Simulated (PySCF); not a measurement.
## Spinor energies of Pd³⁺ (palladium, charge +3)

Start: [Kr] 4d7; 4d3/2 filled at m_j = -3/2, -1/2, +1/2, +3/2; 4d5/2 filled at m_j = +1/2, +3/2, +5/2. Calculated with PySCF 2.14 in x2c-SVPall-2c (6s8p6d1f, 67 functions): generalised Hartree-Fock with the X2C-1e Hamiltonian and a Gaussian nucleus; one run each with spin-orbit coupling (SO) switched off, then screened by Boettger's factors.

| spinor shell | electrons | ε, spin-free (eV) | ε, screened SO (eV) | weight of nominal j (screened SO) | rms radius, screened SO (bohr) |
| --- | --- | --- | --- | --- | --- |
| 1s1/2 | 2 | -24513.9 | -24512.1 | 1.000 | 0.0366 |
| 2s1/2 | 2 | -3698.3 | -3697.7 | 1.000 | 0.150 |
| 2p1/2 | 2 | -3314.2 | -3424.7 | 1.000 | 0.130 |
| 2p3/2 | 4 | -3314.2 | -3262.8 | 1.000 | 0.135 |
| 3s1/2 | 2 | -737.26 | -737.07 | 1.000 | 0.403 |
| 3p1/2 | 2 | -607.59 | -627.51 | 1.000 | 0.399 |
| 3p3/2 | 4 | -607.59 | -598.20 | 1.000 | 0.410 |
| 3d3/2 | 4 | -401.80 | -405.41 | 0.991 | 0.387 |
| 3d5/2 | 6 | -401.80 | -399.16 | 0.994 | 0.390 |
| 4s1/2 | 2 | -145.96 | -145.89 | 1.000 | 1.01 |
| 4p1/2 | 2 | -105.83 | -111.50 | 0.844 | 1.09 |
| 4p3/2 | 4 | -105.83 | -103.03 | 0.922 | 1.11 |
| 4d5/2 | 3 | -49.753 | -50.539 | 0.743 | 1.40 |
| 4d3/2 | 4 | -49.753 | -49.180 | 0.704 | 1.41 |

| quantity | spin-free | screened SO |
| --- | --- | --- |
| E (hartree) | -5039.84665 | -5040.68827 |
| M_J | 9/2 | 9/2 |
| ⟨J²⟩ | 24.756 | 24.757 |
| ⟨L²⟩ | 12.005 | 12.211 |
| ⟨S²⟩ | 3.751 | 3.690 |

Each row is a mean over spinors that exchange with the open shell spreads, by up to 9.744 eV (4p3/2).

Rows whose weight is well below 1 are mixtures of j = l ± 1/2: exchange outweighs spin-orbit coupling there, and the label is only the starting occupation.

Breit and QED terms are absent; they matter most for the inner s and p1/2 levels.

Densities and radii are taken from the X2C orbitals without a picture-change correction, which distorts them close to the nucleus.

Without spin-orbit coupling the j labels of p, d and f shells carry no meaning; the spin-free column gives the mean over the occupied spinors of each nl shell.
